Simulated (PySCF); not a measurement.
## Orbital picture of KH⁺

UHF at R = 3.225 Å; basis K def2-SVPD, H def2-SVPD; no relativity; PySCF 2.14. State: ²Σ⁺ (doublet), unpaired electrons σ ↑. Only the outer orbitals are listed, counted within each symmetry.

```json
{"spin": "α", "orbital": "4σ", "occ.": "1", "ε (eV)": "-53.45", "on K (%)": "100", "main shells (%)": "100 K s"}
{"spin": "α", "orbital": "5σ", "occ.": "1", "ε (eV)": "-31.87", "on K (%)": "100", "main shells (%)": "100 K p"}
{"spin": "α", "orbital": "2π", "occ.": "1", "ε (eV)": "-31.87", "on K (%)": "100", "main shells (%)": "100 K p"}
{"spin": "α", "orbital": "2π", "occ.": "1", "ε (eV)": "-31.87", "on K (%)": "100", "main shells (%)": "100 K p"}
{"spin": "α", "orbital": "6σ", "occ.": "1", "ε (eV)": "-18.08", "on K (%)": "1", "main shells (%)": "99 H s"}
{"spin": "α", "orbital": "7σ", "occ.": "0", "ε (eV)": "-3.78", "on K (%)": "99", "main shells (%)": "96 K s"}
{"spin": "α", "orbital": "3π", "occ.": "0", "ε (eV)": "-2.60", "on K (%)": "99", "main shells (%)": "99 K p"}
{"spin": "α", "orbital": "3π", "occ.": "0", "ε (eV)": "-2.60", "on K (%)": "99", "main shells (%)": "99 K p"}
{"spin": "β", "orbital": "4σ", "occ.": "1", "ε (eV)": "-53.45", "on K (%)": "100", "main shells (%)": "100 K s"}
{"spin": "β", "orbital": "2π", "occ.": "1", "ε (eV)": "-31.87", "on K (%)": "100", "main shells (%)": "100 K p"}
{"spin": "β", "orbital": "2π", "occ.": "1", "ε (eV)": "-31.87", "on K (%)": "100", "main shells (%)": "100 K p"}
{"spin": "β", "orbital": "5σ", "occ.": "1", "ε (eV)": "-31.86", "on K (%)": "100", "main shells (%)": "100 K p"}
{"spin": "β", "orbital": "6σ", "occ.": "0", "ε (eV)": "-4.15", "on K (%)": "87", "main shells (%)": "84 K s, 13 H s"}
{"spin": "β", "orbital": "7σ", "occ.": "0", "ε (eV)": "-3.08", "on K (%)": "80", "main shells (%)": "68 K p, 20 H s, 11 K s"}
{"spin": "β", "orbital": "3π", "occ.": "0", "ε (eV)": "-2.57", "on K (%)": "100", "main shells (%)": "100 K p"}
```

Problem. Which are the highest filled and the lowest empty level, where do they sit, and how wide is the gap?

Solution. Highest filled α 6σ at -18.08 eV (in %: 99 H s); lowest empty β 6σ at -4.15 eV (in %: 84 K s, 13 H s); the gap at UHF is 13.93 eV.

```json
{"bond order (Mayer)": "0.01", "⟨S²⟩": "0.750", "charge on K (Mulliken, basis-dependent)": "0.99", "charge on K (Löwdin, basis-dependent)": "0.93", "dipole moment (positive dipole points towards H; it is taken about the centre of mass and depends on that origin)": "-0.09 D", "polarisability along the bond": "9.6 bohr³", "polarisability across the bond": "8.8 bohr³"}
```

The state is the lowest determinant that a PBE0 search found; another state may lie lower at other levels.
